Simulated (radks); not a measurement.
Polarisability of neutral aluminium, [Ne] 3s2 3p1, at imaginary frequency. All-electron calculation, non-relativistic Kohn-Sham, PBE, spin-polarised, spherical densities, point nucleus; open shells are filled with parallel spins first. Program: a radial shooting solver on a logarithmic mesh with Libxc functionals. Response by self-consistent Sternheimer equations with the Hartree and adiabatic LDA kernel.

w (hartree)  alpha1(iw) (bohr^3)
0.00266                    66.54
0.0143                     65.94
0.0360                     62.87
0.0697                     55.34
0.118                      43.98
0.186                      31.55
0.280                      20.49
0.413                      12.15
0.605                      6.703
0.892                      3.500
1.35                       1.756
2.12                      0.8524
3.59                      0.3904
6.94                      0.1470
17.5                     0.03145

Static values: alpha1 = 66.57 bohr^3 (9.864 angstrom^3; uncoupled 96.77). C6 = 583.7, triple-dipole C9 = 27770 atomic units. One-pole (London) frequency 4 C6 / (3 alpha1^2) = 0.176 hartree, against 0.111 for minus the highest occupied eigenvalue. Recommended static value: 57.8 bohr^3 (Schwerdtfeger and Nagle, 2023 table).
